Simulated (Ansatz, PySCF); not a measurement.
Molecule: SrF, charge 0, multiplicity 2. 
Coordinates optimised at B3LYP-D3(BJ)/def2-TZVP (Ansatz, a quantum-chemistry and plane-wave program):
SMILES: [Sr][F]
```xyz
2

Sr     0.0000     0.0000    -0.4018
F      0.0000     0.0000     1.6964
```
Charge 0, spin multiplicity 2.

Dipole moments at this geometry, in debye (magnitudes).

```csv
level,program,dipole (D)
HF/def2-TZVPD,PySCF,3.04
PBE0/def2-TZVPD,Ansatz,3.44
r2SCANh/def2-TZVPD,Ansatz,3.52
r2SCAN0/def2-TZVPD,Ansatz,3.57
M06-2X/def2-TZVPD,PySCF,3.97
MN15/def2-TZVPD,PySCF,3.86
CAM-B3LYP/def2-TZVPD,Ansatz,3.74
wB97M-V/def2-TZVPD,Ansatz,?
CCSD(T)/def2-SVPD,Ansatz,?
```

Problem. What belongs in the gaps?

Solution. 
- wB97M-V/def2-TZVPD, dipole (D): 3.57
- CCSD(T)/def2-SVPD, dipole (D): 3.19
